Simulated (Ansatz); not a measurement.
Total energies of MoNF₃ from Ansatz at PBE0-D4/def2-TZVP, gas phase (1 Eh = 27.2114 eV = 2625.5 kJ/mol). The reference geometry is relaxed at PBE-D4/def2-SVP.

```json
{"state": "charge 0 singlet", "geometry": "reference", "energy (Eh)": "-422.43746"}
{"state": "charge 1 doublet", "geometry": "reference", "energy (Eh)": "-421.98444"}
{"state": "charge 1 doublet", "geometry": "relaxed at PBE-D4/def2-SVP", "energy (Eh)": "-422.00049"}
{"state": "free Mo atom (septet)", "geometry": "–", "energy (Eh)": "-68.10433"}
{"state": "free N atom (quartet)", "geometry": "–", "energy (Eh)": "-54.54382"}
{"state": "free F atom (doublet)", "geometry": "–", "energy (Eh)": "-99.67617"}
```

In the def2 sets Mo takes a core potential; there is no spin–orbit coupling.

Question: Work out the vertical ionisation energy to the doublet.

Answer: E(charge 1 doublet) − E(charge 0 singlet) = -421.98444 − (-422.43746) = 0.45302 Eh = 12.33 eV. For comparison, −ε of the highest occupied level is 10.01 eV at this level, 2.32 eV less.

Question: How much does the charge 1 doublet relax, and what is the adiabatic ionisation energy?

Answer: Relaxation: -421.98444 − (-422.00049) = 0.01605 Eh = 0.44 eV. Adiabatic ionisation energy: 0.43697 Eh = 11.89 eV, without zero-point energy. 

Question: What is the binding energy per atom against free atoms?

Answer: Atoms: 1 × (-68.10433) + 1 × (-54.54382) + 3 × (-99.67617) = -421.67666 Eh. Binding: -421.67666 − (-422.43746) = 0.76080 Eh = 20.70 eV, or 4.14 eV for each of 5 atoms (no zero-point energy, no counterpoise term).

The restricted singlet is unstable towards broken spin symmetry in Hartree–Fock (as tested in another run); at PBE0-D4/def2-TZVP this wasn't settled.
